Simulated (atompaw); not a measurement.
**Before and after: PAW (atompaw) potential for Pt (Z = 78)**

atompaw 4.2.0.5 input, output lines left out:

```
Pt 78
GGA-PBESOL scalarrelativistic loggrid 2001 logderivrange -3 5 201
6 6 5 4 0 0
6 0 0
6 1 0
5 2 9
0 0 0
c
c
c
c
c
v
c
c
c
c
v
c
c
v
c
2
2.90 2.20 1.90 1.50
y
-0.4
n
y
2.05
n
y
-0.65
n
custom rrkj vanderbiltortho besselshape
bessel
2.90
2.90
2.90
2.90
2.90
2.20
```

Change: reference 5d9 6s0.5 6p0.5.

Cutoffs: the cutoffs (Ry, on a coarse ladder) from which the occupation-weighted sum of valence levels, in a spherical-Bessel basis at the reference potential, stays within 10 and 1 mRy of its value at 400 Ry; they do not see the model core or the augmentation charge, which bear on the density cutoff.

Question: What does the change do?

Answer: The potential gets neither clearly harder nor softer (12 Ry and 18 Ry → 12 Ry and 18 Ry); neither file shows a bound ghost.

| quantity | base | changed |
| --- | --- | --- |
| cutoff, loose | 12 Ry | 12 Ry |
| cutoff, tight | 18 Ry | 18 Ry |
| bound ghosts | none | none |
| s: phases at 2.91 bohr within 0.05 rad from the reference energy up to (Ry; the scan ends near 5) | 1.6 | 1.9 |
| p: phases at 2.91 bohr within 0.05 rad from the reference energy up to (Ry; the scan ends near 5) | 3.9 | 4.1 |
| d: phases at 2.91 bohr within 0.05 rad from the reference energy up to (Ry; the scan ends near 5) | 1.1 | 1.3 |
| lowest overlap eigenvalue by channel | s 0.32, p 0.60, d 0.25 | s 0.32, p 0.55, d 0.04 |

 The cutoffs see the waves, projectors and local potential, not the compensation charge or the core.
